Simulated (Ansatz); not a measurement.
Reaction (atomization): `SBBCl` → 2 B• + Cl• + 3 H• + S•

Gas-phase electronic energies from Ansatz, PBE0-D4/def2-TZVP geometries. CCSD(T)/CBS adds triple-zeta CCSD(T) − MP2 to the extrapolated MP2 energy (def2 sets, frozen cores). This one scheme is used for every species, atoms too. DFT in def2-TZVPP. B3LYP here is the variant with VWN-RPA as its local correlation; programs differ in this. HSE06 is defined as in plane-wave codes. Open shells (•) are unrestricted, without spin–orbit coupling. Spin–orbit coupling would lower the free atoms: a little for B, Cl, S. One conformer a species, not always the lowest.

| level | ΔE (kJ/mol) | difference from CCSD(T)/CBS |
| --- | --- | --- |
| LDA (SPW92) | 2678.6 | 352.1 |
| B3LYP-D4 | 2349.1 | 22.6 |
| r2SCAN0-D4 | 2352.1 | 25.6 |
| HSE06-D4 | 2375.5 | 49.0 |
| ωB97X-V | 2359.2 | 32.7 |
| B2PLYP | 2322.2 | -4.3 |
| PBE-QIDH | 2353.2 | 26.7 |
| r2SCAN | 2380.7 | 54.2 |
| LC-ωPBE | 2334.6 | 8.1 |
| HF/def2-SVP | 1832.2 | -494.3 |
| MP2/def2-SVP | 2263.7 | -62.8 |
| CCSD/def2-SVP | 2196.7 | -129.8 |
| CCSD(T)/def2-SVP | 2223.7 | -102.8 |
| HF/def2-TZVPP | 1807.2 | -519.3 |
| CCSD(T)/def2-TZVPP | 2271.9 | -54.6 |
| HF/CBS(def2) | 1807.9 | -518.6 |
| CCSD(T)/CBS | 2326.5 | 0 |

Q: What do rigid-rotor, harmonic-oscillator terms from PBE0-D4/def2-TZVP frequencies (298.15 K, 1 bar) make of the CCSD(T)/CBS value? (Estimate.)

A: Ansatz gave: ΔZPE = -94.8 kJ/mol, ΔH = +2258.0 kJ/mol, ΔS = 669 J/(mol·K), ΔG = +2058.5 kJ/mol. Open shells count their whole term as degenerate.

Largest T1 diagnostic among the species: 0.015.

In def2-TZVPP, CCSD(T) changes the Hartree–Fock value by +464.7 kJ/mol (the triples alone add +37.4 kJ/mol) and MP2 by +517.6 kJ/mol; breaking electron pairs costs correlation energy, which Hartree–Fock lacks. At CCSD(T), def2-SVP lies −102.8 kJ/mol from the extrapolated value and def2-TZVPP −54.6 kJ/mol: correlation converges slowly with the basis, and small sets miss more of it in the bonded molecule than in its fragments.

For atomizations the MP2-based limit and the directly extrapolated one differ by several kJ/mol either way, and by 10 to 25 for some Ge, Se and Sn compounds, so smaller differences from it don't rank the levels.
